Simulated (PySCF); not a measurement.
Coordinates in bohr (charge 1 multiplicity 4):
```
Ru    0.0000    0.0000   -0.7811
O     1.2633    0.0000    2.4882
O    -1.2633    0.0000    2.4882
```

These are results of UPBE0/[Ru def2-TZVP with ECP28, O def2-TZVP], scalar-relativistic core potentials, density fitting, no spin–orbit coupling, PySCF, not measurements.

This geometry of RuO₂⁺ is a stationary point at this level.

(1) What is the point group?

(2) Is it a minimum?

(3) What are the dipole moment and the gap between the highest occupied and lowest empty levels of either spin?

(4) Give the ideal-gas entropy at 298.15 K and 1 bar by parts.

Answers

(1) C2v.

(2) Yes: all harmonic wavenumbers are real.

(3) 3.93 D about the centre of mass and 3.54 eV.

(4) translation 169.9, rotation 90.2, vibration 5.5, spin 11.5; total 277.2 J/(mol K).

This need not be the most stable arrangement of these atoms. Open d and f shells are described by one determinant, and the ground state may have another occupation or spin. At this level a doublet minimum of C2v symmetry lies 125 kJ/mol below this structure.
